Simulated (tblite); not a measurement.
Compound: C₆H₁₃OPS.
Cartesian coordinates in Å at the GFN2-xTB level; atoms count from 1:
```
atom  x, y, z in Å
C1     3.2567   -0.6304    0.0119
S2     2.5348    0.3622   -1.3174
C3     0.9649   -0.5236   -1.5284
P4     0.0060   -0.5952    0.0536
O5     0.2551   -1.8078    0.8396
C6     0.0415    1.0935    0.8079
C7    -1.2719    1.4431    0.0801
C8    -1.7266    0.0117   -0.2835
C9    -2.6923   -0.5939    0.7186
H10    3.3832   -1.6537   -0.3312
H11    2.6033   -0.6005    0.8806
H12    4.2203   -0.1892    0.2470
H13    1.1647   -1.5466   -1.8545
H14    0.4145    0.0135   -2.2985
H15    0.8844    1.7456    0.5897
H16   -0.0832    1.0194    1.8889
H17   -1.9900    1.9832    0.6957
H18   -1.0730    2.0306   -0.8154
H19   -2.1174   -0.0915   -1.2970
H20   -2.8496   -1.6475    0.4955
H21   -3.6530   -0.0815    0.6911
H22   -2.2828   -0.5235    1.7250
```

All values are computed: GFN2-xTB (tblite) harmonic vibrations without scaling, gas phase. Errors from tens to a few hundred cm⁻¹ against measured bands are possible. One conformer, not necessarily the lowest.

Harmonic wavenumbers (cm⁻¹): 40.8, 70.7, 84.3, 124.3, 158.2, 179.7, 185.1, 201.8, 234.1, 266.0, 307.5, 359.8, 389.3, 519.0, 655.6, 690.1, 721.0, 743.3, 752.3, 767.0, 801.5, 866.0, 922.0, 946.2, 949.2, 987.0, 1000.6, 1018.3, 1049.9, 1090.8, 1130.0, 1134.9, 1165.0, 1183.6, 1202.5, 1269.9, 1277.7, 1292.0, 1321.6, 1376.2, 1406.4, 1425.0, 1441.5, 1442.8, 1477.1, 1486.0, 1492.6, 2941.9, 2954.6, 2977.0, 2995.7, 3002.4, 3002.7, 3008.0, 3012.2, 3016.0, 3022.8, 3025.9, 3032.7, 3057.1.

A = 2281, B = 778.7, C = 700.2 MHz; mass 164.042 u (most abundant isotopes); point group C1, symmetry number 1.

**Question.** What is the zero-point energy?

**Answer.** ½Σν̃ = 39328 cm⁻¹ = 470.46 kJ/mol.

**Question.** Entropy at 200 K, 1 bar (ideal gas, RRHO, classical rotation)?

**Answer.** Translation 164.16, rotation 120.28, vibration 101.77: S = 386.2 J/(mol K).

**Question.** And Cp and H(200 K) − H(0)?

**Answer.** Cp = 138.19 J/(mol K), of which vibrations give 104.93 (their classical limit is 60 R = 498.9); H(200 K) − H(0) = 17.73 kJ/mol without the zero-point energy, 11.08 from vibrations.

**Question.** How do the functions run with temperature in this model?

**Answer.** 
```tsv
T (K)	S (J/(mol K))	Cp (J/(mol K))	H − H(0) (kJ/mol)	G − H(0) (kJ/mol)	ln q(vib)
50	254.6	60.9	2.21	-10.53	0.66
100	307.4	93.2	6.10	-24.63	2.19
298.15	449.9	185.0	33.55	-100.60	8.77
373.15	495.4	221.3	48.80	-136.06	11.15
500	567.9	274.8	80.40	-203.56	15.09
750	694.5	349.1	159.10	-361.81	22.52
1000	802.1	397.7	252.84	-549.25	29.41
```

q(vib) and H(0) count from the zero-point level.

**Question.** What must be added to the electronic energy to get the Gibbs energy at 200 K and 1 bar?

**Answer.** ZPE + [H(200 K) − H(0)] − T·S = 470.46 + 17.73 − 77.24 = 410.95 kJ/mol.

**Question.** Which modes carry the vibrational entropy at 200 K?

**Answer.** 40.8 cm⁻¹: 18.54; 70.7 cm⁻¹: 14.02; 84.3 cm⁻¹: 12.60; 124.3 cm⁻¹: 9.52; 158.2 cm⁻¹: 7.67; 179.7 cm⁻¹: 6.74 J/(mol K); the other 54 give 32.69 together.

**Question.** Blend soft modes into free rotors: weight 1/[1 + (100 cm⁻¹/ν̃)⁴] for the oscillator and the rest for a rotor with moment μB/(μ + B), μ = h/(8π²ν), B = 10⁻⁴⁴ kg m². What vibrational entropy results?

**Answer.** 94.95 J/(mol K) in place of 101.77, which changes −T·S at 200 K by +1.36 kJ/mol.

Hindered rotation and anharmonicity are outside this model. Other conformers, if any are populated, would add a mixing term that is left out. The structure is chiral; the term R ln 2 for an equal mix with its mirror image is left out.
